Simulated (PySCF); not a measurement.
Ligand exchange on a metal centre used in film growth or etching (Y Cl-OH). Isolated molecules, 0 K electronic values unless said otherwise. One relaxed conformer stands for each flexible species; it need not be the lowest.

Level of theory: PBE-D3(BJ)/def2-TZVP // r2SCAN-D4/def2-SVP run with PySCF. All candidates: neutral, multiplicity 1. 

The LUMO is -2.63 eV and the HOMO–LUMO gap comes out as 4.16 eV. The HOMO is -6.79 eV.

Task: Say which member has these values.
A) [Y(Cl)3]
B) [Y(Cl)2(OH)]
C) [Y(Cl)(OH)2]

Result: C, [Y(Cl)(OH)2]. The others give [Y(Cl)3]: -3.69 eV, 4.05 eV, -7.74 eV; [Y(Cl)2(OH)]: -3.17 eV, 4.12 eV, -7.29 eV
